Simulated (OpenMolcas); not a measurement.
# Eu3+ in a ligand field

Eu3+ with 8 ligands (fluoride) in square antiprismatic coordination (D4d) at 2.32 Å, a polar angle of 62.5° against the regular 57.3°. A charge of +0.625 e stands 2.4 Å behind each ligand. Ligand basis ANO-RCC-VDZP.

```json
{
  "Program": "OpenMolcas",
  "Method": "CASSCF",
  "Basis": "ANO-RCC-VDZP [7s6p4d2f1g]",
  "Scalar Hamiltonian": "DKH2, point nucleus",
  "Active space": "6 electrons in 7 orbitals (4f)",
  "State averaging": "2S+1 = 7 even, 7 roots; 2S+1 = 5 even, 77 roots kept (CI in the orbitals of an earlier block); 2S+1 = 3 even, 1 root kept (CI in the orbitals of an earlier block, 0 in the spin-orbit step)",
  "Spin-orbit coupling": "RASSI with atomic mean-field integrals over the reference wave functions"
}
```

The lowest spin-free states, above the lowest:

```
   State  Degeneracy  E (cm-1)  Free-ion L (%)
2S+1 = 7           2       0.0         F (100)
2S+1 = 7           2     252.0         F (100)
2S+1 = 7           1     715.7         F (100)
2S+1 = 7           2     897.6         F (100)
2S+1 = 5           2     24529         D (100)
2S+1 = 5           1     24647         D (100)
2S+1 = 5           2     24659         D (100)
2S+1 = 5           2     27979         L (100)
2S+1 = 5           1     27990          L (98)
2S+1 = 5           2     27993          L (99)
2S+1 = 5           4     27994          L (99)
2S+1 = 5           1     28033          L (98)
2S+1 = 5           1     28036          L (98)
2S+1 = 5           2     28160         L (100)
2S+1 = 5           2     28264         L (100)
2S+1 = 5           2     28281         L (100)
2S+1 = 5           1     29176          G (97)
2S+1 = 5           1     29180          G (97)
2S+1 = 5           2     29303          G (99)
2S+1 = 5           2     29333         G (100)
```

The lowest levels with spin-orbit coupling:

```tsv
E (cm-1)	Degeneracy	2S+1	J	|mJ| (%)	g
0.0	1	7	0.44	0 (100)	
139.7	1	7	1.05	0 (100)	
508.9	2	7	1.25	1 (100)	0.00 0.00 0.83
1016	2	7	1.96	1 (100)	0.00 0.00 4.84
1099	1	7	1.92	0 (100)	
1165	2	7	2.17	2 (100)	0.00 0.00 4.30
1918	1	7	3.03	0 (100)	
1938	2	7	2.98	1 (100)	0.00 0.00 2.99
1958	2	7	3.11	3 (100)	0.00 0.00 7.84
2056	2	7	2.95	2 (100)	0.00 0.00 6.54
2853	2	7	4.07	4 (100)	0.00 0.00 11.26
2936	1	7	3.98	0 (100)	
3008	2	7	4.01	1 (100)	0.00 0.00 2.54
3033	2	7	3.96	3 (100)	0.00 0.00 9.47
3136	2	7	4.03	2 (100)	0.00 0.00 5.97
3817	2	7	5.01	5 (100)	0.00 0.00 14.75
4106	2	7	5.02	3 (100)	0.00 0.00 9.02
4149	2	7	5.03	4 (100)	0.00 0.00 11.94
4218	2	7	4.96	2 (100)	0.00 0.00 6.75
4334	2	7	4.96	1 (100)	0.00 0.00 3.59
```

Powder χT (cm3 K/mol): 0.02 at 2 K, 0.0999 at 10 K, 0.488 at 50 K, 0.837 at 100 K, 1.22 at 200 K, 1.45 at 300 K. The effective moment at 300 K is 2.828 √(χT) = 3.40 μB.

Hund's rules give f6 a J = 0 ground level with no moment of its own; the computed χT of 1.449 cm3 K/mol at 300 K comes from higher levels.

Metal share of the active 4f orbitals (Löwdin): 100, 100, 100, 100, 100, 100, 100 %; Mulliken charge of the metal 2.53.

High states are left out of the spin-orbit mixing, which shifts the levels that they would mix with. Without dynamic correlation the ligand-field splitting of an f shell can come out too small, at times by half. The distance lies 3 % under the 2.38 Å that this model takes as the normal distance (a Shannon-type radius plus a fixed donor radius); by an R⁻⁵ law this alone changes a d-shell field by about +14 %. A group larger than the point group allows holds several states that coincide in this model. The first state left out of the spin-orbit step lies near 45000 cm-1 above the lowest spin-free state of the reference (among the parities and spins computed), and the lists stop at four fifths of that energy or lower. No measured value stands beside these numbers; the geometry was imposed, not optimised, and the real ion may take another.

With an even number of electrons the g values are those of a degenerate or nearly degenerate non-Kramers pair.
